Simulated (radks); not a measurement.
Task: Cs II, configuration [Xe]. All-electron calculation, scalar-relativistic Kohn-Sham, PBEsol, spin-polarised, spherical densities, finite nucleus; Fermi nuclear charge, rms radius 4.8041 fm. Program: a radial shooting solver on a logarithmic mesh with Libxc functionals. Some entries of the table are withheld. Estimate them.

orbital,occ.,eigenvalue (eV),<r> (bohr),<r^2> (bohr^2)
1s,2,-35784.86,0.02612,(1)
2s,2,-5618.065,0.1122,0.01484
2p,6,-5041.294,(2),0.01178
3s,2,(3),0.2992,0.1023
3p,6,-986.2706,0.2971,0.1024
3d,10,-713.5223,0.2736,0.08845
4s,2,-225.2232,0.6949,0.5451
4p,6,-165.8490,0.7396,(4)
4d,10,-79.4231,0.8370,0.8160
5s,2,-31.9797,1.737,3.400
5p,6,(5),2.068,(6)

Result: 
(1) 1s <r^2> (bohr^2): 0.0009257
(2) 2p <r> (bohr): 0.09823
(3) 3s eigenvalue (eV): -1171.900
(4) 4p <r^2> (bohr^2): 0.6226
(5) 5p eigenvalue (eV): -18.6851
(6) 5p <r^2> (bohr^2): 4.868
